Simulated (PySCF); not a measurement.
Species: C₆H₇O₃ (charge -1).
Geometry (PBE0-D3(BJ)/def2-SVP, Å), atoms numbered from 1 in this order:
```
atom  x, y, z in Å
C1     2.9412    0.5848    0.9167
O2     1.6030    0.4311    0.5527
C3     1.3975   -0.2222   -0.6505
O4     2.3675   -0.6137   -1.2866
C5     0.0206   -0.3545   -0.9991
C6    -1.0427    0.1201   -0.2422
C7    -2.4069    0.0401   -0.5067
C8    -3.3663    0.5879    0.3873
O9    -4.5926    0.5928    0.2867
H10    2.9496    1.1259    1.8749
H11    3.5144    1.1561    0.1657
H12    3.4543   -0.3854    1.0383
H13   -0.1580   -0.8701   -1.9464
H14   -0.7686    0.6282    0.6934
H15   -2.7765   -0.4486   -1.4157
H16   -2.8839    1.0691    1.2931
```

Computed with PBE0-D3(BJ)/def2-SVP geometry optimisation, gas phase (PySCF 2.14.0).

Take the most abundant isotopes and a rigid rotor. The values belong to one conformer with, in the numbering `[CH3:1][O:2]/[C:3]([O-:4])=[CH:5]\[CH:6]=[CH:7]\[CH:8]=[O:9]`, C1–O2–C3–O4 0°, C3–C5–C6–C7 180°, C6–C7–C8–O9 180°.

Question: Give the principal moments of inertia and the rotational constants in GHz.

Answer: Ia = 98.24, Ib = 860.30, Ic = 955.36 u·Å²; 505379 MHz·u·Å²/I gives 5144, 587.4 and 529.0 MHz, that is A = 5.1444, B = 0.5874, C = 0.5290 GHz.

Question: Classify the top.

Answer: A near-prolate asymmetric top. Ray's parameter κ = (2B − A − C)/(A − C) = -0.975; −1 is the prolate and +1 the oblate limit.

Question: What does the inertial defect say?

Answer: Not planar: Δ = Ic − Ia − Ib = -3.17 u·Å². For a rigid frame Δ = −2 Σ m c², so Σ m c² = 1.59 u·Å² lies off the ab plane, practically all of it from hydrogen. The atom farthest from that plane is 0.89 Å away.

Question: Predict some low-J microwave lines.

Answer: The dipole components (about the centre of mass, as the species is charged) are |μa| = 5.20 D, |μb| = 2.32 D, |μc| = 0.00 D; the mirror of this Cs structure is the ab plane, so μc vanishes by symmetry and there are no c-type lines. Intensities carry the squares of the components, which stand as 1.00 : 0.20 (a : b). Some lines, for components of 0.1 D or more:

| type | branch | J(Ka,Kc) | MHz | lower level (cm⁻¹) |
| --- | --- | --- | --- | --- |
| a | R | 2(1,2) ← 1(1,1) | 2174 | 0.189 |
| a | R | 3(1,3) ← 2(1,2) | 3261 | 0.262 |
| a | R | 4(1,4) ← 3(1,3) | 4348 | 0.371 |
| a | R | 4(1,3) ← 3(1,2) | 4582 | 0.382 |
| b | R | 3(1,3) ← 2(0,2) | 7760 | 0.112 |
| b | R | 3(2,2) ← 2(1,1) | 17020 | 0.268 |
| b | Q | 4(3,2) ← 4(2,3) | 22933 | 0.984 |
| b | R | 3(3,1) ← 2(2,0) | 26280 | 0.724 |
| b | R | 3(3,0) ← 2(2,1) | 26280 | 0.724 |
| b | Q | 4(4,1) ← 4(3,2) | 32102 | 1.749 |

Question: Estimate the classical rotational partition function at 10 K, 100 K and 200 K.

Answer: Point group Cs, symmetry number σ = 1; q = (√π/σ)·√((kT/h)³/(ABC)), k/h = 20836.6 MHz/K: 4220 at 10 K, 133000 at 100 K, 377000 at 200 K.

Stationary, but not proved a minimum. The geometry's basis has no diffuse functions, a weakness for an anion. These are rigid-rotor constants of the computed structure; measured ground-state constants (B0) also hold zero-point vibration. A rigid rotor knows nothing of internal rotation, which can split or shift real lines.

Time: 2.7 min wall; peak memory 0.76 GiB. Hardware: one thread, Arm Neoverse V2 (aarch64), on a shared host. These figures are those of the optimisation.
